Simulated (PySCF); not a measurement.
Molecule: SMILES CC/C=C\C(=O)OC, C6H10O2.

Geometry (Å), atoms numbered from 1 in this order:
```xyz
18

C    -3.0178   -0.5365   -0.6347
C    -1.8329    0.0445    0.1324
C    -0.9292    0.8209   -0.7593
C     0.4025    0.8665   -0.7046
C     1.2408    0.1335    0.2536
O     0.8749   -0.5401    1.1877
O     2.5429    0.3065   -0.0486
C     3.4706   -0.3497    0.7986
H    -3.6740   -1.0780    0.0417
H    -3.5931    0.2527   -1.1149
H    -2.6726   -1.2262   -1.4013
H    -1.2748   -0.7432    0.6371
H    -2.2061    0.7247    0.9049
H    -1.4298    1.4024   -1.5256
H     0.9656    1.4624   -1.4079
H     3.2492   -1.4179    0.8512
H     3.4224    0.0658    1.8077
H     4.4526   -0.1819    0.3637
```

Frames of a GFN2-xTB Langevin trajectory at 200 K; GIAO PBE0/pcSseg-1 shieldings in PySCF, gas phase, non-relativistic; equivalent atoms averaged within each frame.

References, each an isolated molecule treated in the same way: $^{13}$C (σ = 186.93 ppm), $^{1}$H (σ = 31.72 ppm) against TMS; $^{17}$O (σ = 336.08 ppm) against H2O. The references are static minima.

Q: How do the shifts (ppm) fluctuate along the trajectory?

A: 
```tsv
time (fs)	C5	C3	C4	C8	C2	C1	O6	O7	H14	H15
250	177.3	166.6	127.3	53.1	27.1	19.4	445.6	199.7	6.59	6.04
425	173.3	167.1	126.3	54.8	25.5	18.0	416.0	184.5	6.96	5.90
625	171.2	165.5	125.7	52.9	26.4	15.1	396.0	208.5	6.26	6.12
800	177.5	160.5	127.9	52.2	27.6	17.3	438.2	189.3	5.97	5.67
1000	173.9	163.0	126.3	51.0	23.8	9.3	416.7	210.7	6.83	5.99
mean of frames	174.6	164.5	126.7	52.8	26.1	15.8	422.5	198.5	6.52	5.95
standard deviation	2.7	2.8	0.9	1.4	1.5	4.0	19.7	11.5	0.41	0.17
```

5 frames give an uncertainty of the mean of about the standard deviation over 2.2 at best, since frames this close in time may not be independent; classical motion lacks zero-point vibration, and the reference would need the same averaging.
